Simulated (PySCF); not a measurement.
Isomers of C5H12N2.

All values: B3LYP/def2-SVPD (PySCF) at GFN2-xTB geometries, gas phase, one conformer each. Core orbitals are frozen in the response; Δα² is half the sum of the squared differences of the principal polarisabilities.

Problem. Rank by HOMO–LUMO gap, highest first.
A. `[CH3:1][C@H:2]1[CH2:3][CH2:4][N:5]([CH3:6])[NH:7]1` with C1–C2–C3–C4 123°, C2–C3–C4–N5 19°, C3–C4–N5–C6 88°, C4–N5–N7–C2 34°
B. `[CH3:1][CH2:2][CH2:3]/[CH:4]=[N:5]/[NH:6][CH3:7]` with C1–C2–C3–C4 -65°, C2–C3–C4–N5 116°, C4–N5–N6–C7 -158°
C. `[CH3:1][C:2]([CH3:3])([CH3:4])/[CH:5]=[N:6]/[NH2:7]` with C5–N6–N7–H 18° and 154°

Solution. A (6.49 eV), C (6.32 eV), B (5.88 eV).

Problem. Rank by mean static polarisability, lowest first.
A. `[CH2:1]=[CH:2][C@H:3]([NH2:4])[CH2:5][CH2:6][NH2:7]` with C1–C2–C3–N4 -125°, C2–C3–N4–H 57° and 177°, C2–C3–C5–C6 -63°, C3–C5–C6–N7 180°, C5–C6–N7–H 58° and -60°
B. `[CH3:1][NH:2][N:3]1[CH2:4][CH2:5][CH2:6][CH2:7]1` with C1–N2–N3–C4 -87°, N2–N3–C4–C5 -99°, N3–C4–C5–C6 -37°, C4–C5–C6–C7 35°, C5–C6–C7–N3 -21°
C. `[CH3:1][C:2]([CH3:3])([CH3:4])/[CH:5]=[N:6]/[NH2:7]` with C5–N6–N7–H 18° and 154°
D. `[CH3:1][CH2:2][CH2:3]/[CH:4]=[N:5]/[NH:6][CH3:7]` with C1–C2–C3–C4 -65°, C2–C3–C4–N5 116°, C4–N5–N6–C7 -158°

Solution. B (11.43 Å³), A (12.00 Å³), C (12.28 Å³), D (12.64 Å³).

All values together:

```json
{"SMILES": "C[C@H]1CCN(C)N1", "μ (D)": "1.69", "HOMO (eV)": "-6.11", "LUMO (eV)": "0.38", "α (Å³)": "11.23", "Δα (Å³)": "2.24"}
{"SMILES": "CNN1CCCC1", "μ (D)": "1.56", "HOMO (eV)": "-5.95", "LUMO (eV)": "0.34", "α (Å³)": "11.43", "Δα (Å³)": "2.81"}
{"SMILES": "C=CN(C)NCC", "μ (D)": "0.55", "HOMO (eV)": "-5.49", "LUMO (eV)": "0.35", "α (Å³)": "12.33", "Δα (Å³)": "3.71"}
{"SMILES": "CC(C)(C)/C=N/N", "μ (D)": "1.68", "HOMO (eV)": "-6.25", "LUMO (eV)": "0.07", "α (Å³)": "12.28", "Δα (Å³)": "4.55"}
{"SMILES": "CCC/C=N/NC", "μ (D)": "1.58", "HOMO (eV)": "-5.82", "LUMO (eV)": "0.06", "α (Å³)": "12.64", "Δα (Å³)": "6.35"}
{"SMILES": "C=C[C@H](N)CCN", "μ (D)": "1.54", "HOMO (eV)": "-6.45", "LUMO (eV)": "-0.09", "α (Å³)": "12.00", "Δα (Å³)": "2.90"}
```

Conformers: `[CH3:1][C@H:2]1[CH2:3][CH2:4][N:5]([CH3:6])[NH:7]1` with C1–C2–C3–C4 123°, C2–C3–C4–N5 19°, C3–C4–N5–C6 88°, C4–N5–N7–C2 34°; `[CH3:1][NH:2][N:3]1[CH2:4][CH2:5][CH2:6][CH2:7]1` with C1–N2–N3–C4 -87°, N2–N3–C4–C5 -99°, N3–C4–C5–C6 -37°, C4–C5–C6–C7 35°, C5–C6–C7–N3 -21°; `[CH2:1]=[CH:2][N:3]([CH3:4])[NH:5][CH2:6][CH3:7]` with C1–C2–N3–C4 159°, C2–N3–N5–C6 -90°, N3–N5–C6–C7 -179°; `[CH3:1][C:2]([CH3:3])([CH3:4])/[CH:5]=[N:6]/[NH2:7]` with C5–N6–N7–H 18° and 154°; `[CH3:1][CH2:2][CH2:3]/[CH:4]=[N:5]/[NH:6][CH3:7]` with C1–C2–C3–C4 -65°, C2–C3–C4–N5 116°, C4–N5–N6–C7 -158°; `[CH2:1]=[CH:2][C@H:3]([NH2:4])[CH2:5][CH2:6][NH2:7]` with C1–C2–C3–N4 -125°, C2–C3–N4–H 57° and 177°, C2–C3–C5–C6 -63°, C3–C5–C6–N7 180°, C5–C6–N7–H 58° and -60°.
